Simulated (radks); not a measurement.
Problem. These are the eigenvalues of the occupied orbitals of an atom or ion with whole-number occupations (Ry). All-electron calculation, scalar-relativistic Kohn-Sham, PBEsol, spin-polarised, spherical densities, finite nucleus; Fermi nuclear charge, rms radius of each element as measured or else 0.836 A^(1/3) + 0.57 fm. Program: a radial shooting solver on a logarithmic mesh with Libxc functionals.

| orbital | eigenvalue |
|---|---|
| 1s up | -6110.779 |
| 1s down | -6110.779 |
| 2s up | -1085.235 |
| 2s down | -1085.229 |
| 2p up | -936.6471 |
| 2p down | -936.6419 |
| 3s up | -259.4555 |
| 3s down | -259.4527 |
| 3p up | -216.5021 |
| 3p down | -216.4991 |
| 3d up | -171.1917 |
| 3d down | -171.1870 |
| 4s up | -58.99585 |
| 4s down | -58.98963 |
| 4p up | -44.90488 |
| 4p down | -44.89893 |
| 4d up | -28.15922 |
| 4d down | -28.15228 |
| 5s up | -11.22003 |
| 5s down | -11.18076 |
| 4f up | -9.59032 |
| 4f down | -9.58094 |
| 5p up | -7.41489 |
| 5p down | -7.36769 |
| 5d up | -3.14907 |
| 5d down | -3.09737 |

Which element is it, and in what charge state? The configuration may be excited. Open shells, if any, are filled with parallel spins first.

Solution. Z = 80, mercury, charge +3: Hg3+ in [Xe] 4f14 5d9. The list shows which subshells hold electrons but not how many an open one holds; the 1s level, -3055.4 hartree, gives Z - s = 78.2 by -(Z - s)^2/2, which with screening and relativity narrows Z to a few neighbours, and the depths of the outer levels then fix element, charge and occupations together.
